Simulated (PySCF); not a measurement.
molecular hydrogen (H₂), SMILES [H][H].

Geometry optimised at B3LYP-D3(BJ)/def2-TZVPD.

Calculation: PBE0/def2-TZVPD run with PySCF.

Gas-phase values at a fixed geometry.

- total energy = -1.16827 hartree
- point group = D∞h
- highest occupied level = -11.98 eV
- lowest empty level = 1.54 eV
- orbital gap = 13.52 eV
- dipole moment = 0.00 D
- quadrupole, principal values (traceless, Buckingham form, about the centre of nuclear charge) = -0.30, -0.30, 0.61 D·Å
- mean static polarisability = 5.4 bohr³ (0.80 Å³)
- polarisability, principal values = 4.7, 4.7, 6.7 bohr³
